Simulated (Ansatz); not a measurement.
Start from `CC[O][SbH][CH3]` and change one atom or group to get `CCO[SiH2]Cl`.

Ansatz, PBE0-D4/def2-TZVP geometries, multiplicity 1. Each molecule was computed in one conformer, which needn't be the lowest.

Elements past krypton have def2 core potentials.  Spin–orbit coupling is left out; it splits and shifts lone-pair levels of the heavy atoms by tenths of an eV.

| property | `CC[O][SbH][CH3]` |
| --- | --- |
| HOMO–LUMO gap (B3LYP/def2-TZVPP) / eV | 6.10 |
| HOMO energy (ωB97M-V/def2-TZVPP) / eV | -9.27 |
| HOMO energy (PBE0/def2-TZVPP) / eV | -7.14 |
| HOMO–LUMO gap (PBE/def2-TZVPP) / eV | 4.49 |
| size of the dipole moment (PBE/def2-TZVPP) / D | 1.44 |
| LUMO energy (PBE0/def2-TZVPP) / eV | -0.64 |

(1) What does the change do to each property? (Best estimate.)

Answers

(1) Computed: 
```tsv
property	`CCO[SiH2]Cl`	shift
HOMO–LUMO gap (B3LYP/def2-TZVPP) / eV	8.68	2.58
HOMO energy (ωB97M-V/def2-TZVPP) / eV	-10.91	-1.64
HOMO energy (PBE0/def2-TZVPP) / eV	-8.55	-1.41
HOMO–LUMO gap (PBE/def2-TZVPP) / eV	6.71	2.22
size of the dipole moment (PBE/def2-TZVPP) / D	1.62	0.18
LUMO energy (PBE0/def2-TZVPP) / eV	0.56	1.20
```

With PBE0 the HOMO falls by 1.41 eV and the LUMO rises by 1.20 eV, so the gap widens by about 2.61 eV. PBE moves the HOMO by -1.09 eV and ωB97M-V by -1.64 eV. Dipoles are sizes alone; their direction can turn.

B3LYP here is the variant with VWN-RPA as its local correlation; programs differ in this.
